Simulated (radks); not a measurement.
Q: Numerical settings for neutral europium, [Xe] 4f7 6s2. All-electron calculation, Dirac Kohn-Sham, BLYP, spin-unpolarised, spherical densities, finite nucleus; open shells fill j = l - 1/2 first; Fermi nuclear charge, rms radius 5.1115 fm. Program: a radial shooting solver on a logarithmic mesh with Libxc functionals. The defaults (mesh step 0.008 in ln r, mesh end at 40 bohr or more with all orbitals vanishing there, Anderson mixing 0.5 over 9 steps, residual threshold near 1e-9 with the energy settled to 1e-9 hartree or 1e-11 of itself, here a cap of 72 iterations) give E = -10852.2679 hartree and 4f7/2 at -2.035 eV in 16 iterations. Run on one thread of a shared host, so times are rough (Arm Neoverse N1): 0.21 s of CPU time, 0.21 s wall, 16 iterations on 2440 mesh points. One setting is changed at a time: mesh step in ln r 0.2; mesh step in ln r 0.012; mesh step in ln r 0.003; mesh end (bohr) 5; mesh end (bohr) 12; residual threshold 1e-05; residual threshold 1e-16; mixing 0.2; linear mixing, mixing 1; linear mixing, mixing 0.05; mixing history 20; iteration cap 3. Which runs fail to converge, and which converge to a wrong energy?

A: Not converged within the cap: mesh step in ln r 0.2; residual threshold 1e-16; mixing 0.2; linear mixing, mixing 1; linear mixing, mixing 0.05; iteration cap 3. Settled on a wrong energy, with an occupied level pushed above zero by the early mesh end: mesh end (bohr) 5 (+0.335 hartree). Apart from these: no run marked as converged misses the energy by more than 1 mhartree.
